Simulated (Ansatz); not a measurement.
Consider the formal exchange of groups at the Si–F bond: `N[SiH](F)P` + `O=CCO` → `N[SiH2]P` + `O=CC(O)F`.

Computed with Ansatz on PBE0-D4/def2-TZVP structures; ΔE is electronic, products minus reactants. CCSD(T)/CBS is the MP2 limit (def2-TZVPP, def2-QZVPP) plus CCSD(T) − MP2 in def2-TZVPP, frozen cores. Functionals use def2-TZVPP. Each species was taken in one conformer, which may not be the lowest.

Q: Is it downhill or uphill in electronic energy at CCSD(T)/CBS, and by how much? (An estimate is asked.)

A: Computed: Uphill: ΔE = +52.4 kcal/mol.

Q: What do these levels give: r2SCAN-D4, BHLYP-D4, BLYP, r2SCANh, CAM-B3LYP, CCSD(T)/def2-SVP? (Estimate.)

A: Ansatz gave: r2SCAN-D4 51.0, BHLYP-D4 52.1, BLYP 49.5, r2SCANh 51.3, CAM-B3LYP 51.0, CCSD(T)/def2-SVP 43.5 kcal/mol.

Largest T1 diagnostic among the species: 0.014.

From BLYP to BHLYP (50 % exact exchange), in def2-TZVPP and without D4, ΔE moves by +2.5 kcal/mol. At CCSD(T), def2-SVP lies −8.8 kcal/mol from the extrapolated value and def2-TZVPP −1.8 kcal/mol.
